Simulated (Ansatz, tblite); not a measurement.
Isomers of Si$_{12}$⁻ (doublet), found by a short tight-binding search and relaxed with PBE0-D4/def2-SVP in Ansatz.

The xTB rows come from tblite.

Other spin states were run for one of them alone.

A:

```xyz
12

Si    0.2718    0.2046    3.4178
Si   -2.2134   -1.6785   -0.5706
Si   -0.1479   -3.0454    0.3511
Si   -1.1373    2.8751   -0.0013
Si    0.0633   -1.1725    1.7063
Si    0.1801    1.2551    1.3714
Si    1.1818    0.3461   -0.7025
Si    1.9034   -1.9122   -0.8758
Si    1.4226    2.7472   -0.1846
Si   -1.2254    0.4789   -0.5197
Si   -0.2530   -2.0443   -1.8640
Si   -0.0460    1.9459   -2.1282
```

B:

```xyz
12

Si    0.348    0.868   -1.276
Si   -1.044   -1.271   -0.878
Si    3.645   -2.440    0.995
Si   -1.121    1.253    2.590
Si   -2.309    0.695   -1.344
Si   -1.246    2.153    0.489
Si    2.147   -1.609   -0.396
Si    0.922   -1.173   -2.360
Si    1.970   -1.076    1.930
Si   -1.067    2.717   -1.785
Si   -2.413   -0.167    1.068
Si    0.166    0.049    0.967
```

**Question.** Estimate their order by electronic energy at PBE0-D4/def2-SVP, counted from the lowest.

**Answer.** A (0.00) < B (0.30), in eV.

**Question.** Do the other levels pick the same lowest one?

**Answer.** Not GFN2-xTB. Energies above each level's lowest (eV):

```tsv
level	A	B
GFN2-xTB	0.92	0.00
PBE-D4/def2-SVP	0.00	0.35
r2SCAN-D4/def2-SVP	0.00	0.20
PBE0-D4/def2-SVP	0.00	0.30
```
Point groups (tolerance 0.1 Å): A Cs, B not assigned. Lower isomers may exist.
